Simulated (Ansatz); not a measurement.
## Energy profile

The step: SiN₂H₆ ([NH2][SiH2][NH2]) + H₂O + H₂O → SiNH₅O ([NH2][SiH2][OH]) + H₂O + NH₃; bonds formed: Si1–O7, N2–H8, H6–O9; bonds broken: Si1–N2, H6–O7, H8–O9 (atoms numbered as in the saddle structure below).

Si1  (-0.734, 0.195, -0.636)
N2  (0.333, -1.282, -0.268)
H3  (-1.410, -0.488, -1.821)
H4  (-1.870, 0.180, 0.327)
N5  (-0.132, 1.507, -1.572)
H6  (0.447, 0.200, 1.644)
O7  (0.235, 1.039, 0.883)
H8  (0.501, -1.322, 0.982)
O9  (0.702, -0.935, 2.139)
H10  (-0.080, -2.113, -0.676)
H11  (1.248, -1.176, -0.698)
H12  (0.105, 2.401, -1.177)
H13  (-0.448, 1.583, -2.524)
H14  (1.079, 1.432, 0.643)
H15  (0.024, -1.220, 2.755)
(Å)

Electronic energies by CCSD(T) at an estimated basis limit (MP2 extrapolated from triple and quadruple zeta, plus CCSD(T) − MP2 in triple zeta), on PBE0-D4/def2-TZVP structures; SiN2H10O2, singlet; no counterpoise correction. Ansatz 0.2.0; basis: def2-TZVPP and def2-QZVPP; cores frozen in the correlated methods. Extrapolation: Hartree–Fock as exp(−7.88 √X), correlation as X^−2.97.

(1) Give the profile in kJ/mol, counted from the separated reactants. (Judge from chemistry; the value comes from the calculation.)

The T1 diagnostic stays at or below 0.011.

Results:

(1) Computed:
```tsv
point	kJ/mol
separated: SiN2H6 (linked as [NH2][SiH2][NH2]; Si1, N2, H3, H4, N5, H10, H11, H12, H13; singlet) + H2O (H6, O7, H14; singlet) + H2O (H8, O9, H15; singlet)	0.0
start structure	-66.0
saddle	23.9
end structure	-84.7
separated: SiNH5O (linked as [NH2][SiH2][OH]; Si1, H3, H4, N5, O7, H12, H13, H14; singlet) + NH3 (N2, H8, H10, H11; singlet) + H2O (H6, O9, H15; singlet)	-44.2
```

The step is the kind of ligand exchange by which a precursor binds to a hydroxyl group, or is hydrolysed, in atomic layer deposition of oxides.

For scale, one of the runs: CCSD(T)/def2-TZVPP, 306 basis functions, launched by `ansatz run in.yaml --threads 8 --pin off --events-out ev --progress --plain --max-ram 19148MiB`. The run took 4.9 min on 8 CPU threads of an Intel Xeon (shared host), with 11 GiB of host memory at its peak.
